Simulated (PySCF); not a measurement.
Several orderings of computed values.

Each SMILES stands for a single optimised conformer of the isolated species, non-relativistic unless stated. Electronic properties by PySCF.

**Question.** Rank by lowest singlet excitation, highest first (TDDFT B3LYP/def2-SVPD at PBE0-D3(BJ)/def2-SVP geometries).
A. `[H]B(C)C`
B. `Cl[C@H]1[C@@H]2C[C@H]3C[C@@H](C2)C[C@@H]1C3`
C. `CCC1=CC[P@@H](=[Se])C1`
D. `FC[SiH3]`

**Answer.** D (7.64 eV), B (6.94 eV), A (6.09 eV), C (4.52 eV).

**Question.** Rank by lowest triplet excitation (Tamm–Dancoff), lowest first (TDA B3LYP/def2-SVPD at PBE0-D3(BJ)/def2-SVP geometries).
A. `[H]B(C)C`
B. `CCC1=CC[P@@H](=[Se])C1`
C. `FC[SiH3]`
D. `Cl[C@H]1[C@@H]2C[C@H]3C[C@@H](C2)C[C@@H]1C3`

**Answer.** B (4.17 eV), A (5.53 eV), D (6.51 eV), C (7.20 eV).

**Question.** By how much do the two ends of that ranking differ?

**Answer.** By 3.03 eV, between `FC[SiH3]` and `CCC1=CC[P@@H](=[Se])C1`.

**Question.** Rank by HOMO energy, highest first (B3LYP/def2-SVPD at PBE0-D3(BJ)/def2-SVP geometries).
A. `[H]B(C)C`
B. `Cl[C@H]1[C@@H]2C[C@H]3C[C@@H](C2)C[C@@H]1C3`
C. `FC[SiH3]`
D. `CCC1=CC[P@@H](=[Se])C1`

**Answer.** D (-5.91 eV), B (-7.76 eV), A (-8.46 eV), C (-8.57 eV).

**Question.** By how much do the two ends of that ranking differ?

**Answer.** By 2.66 eV, between `CCC1=CC[P@@H](=[Se])C1` and `FC[SiH3]`.

**Question.** Rank by smallest rotational constant, highest first (PBE0-D3(BJ)/def2-SVP).
A. `[Cl][K]`
B. `c1pc(F)cs1`
C. `[H]B(C)C`
D. `Br[Si-2](Br)(Br)(Br)(Br)Br`
E. `BCC`

**Answer.** E (8.185 GHz), C (6.701 GHz), A (3.886 GHz), B (1.478 GHz), D (0.269 GHz).

**Question.** Rank by HOMO–LUMO gap, highest first (B3LYP/def2-SVPD at PBE0-D3(BJ)/def2-SVP geometries).
A. `Cl[C@H]1[C@@H]2C[C@H]3C[C@@H](C2)C[C@@H]1C3`
B. `CCC1=CC[P@@H](=[Se])C1`
C. `[H]B(C)C`
D. `FC[SiH3]`

**Answer.** D (8.64 eV), A (7.78 eV), C (7.61 eV), B (5.29 eV).
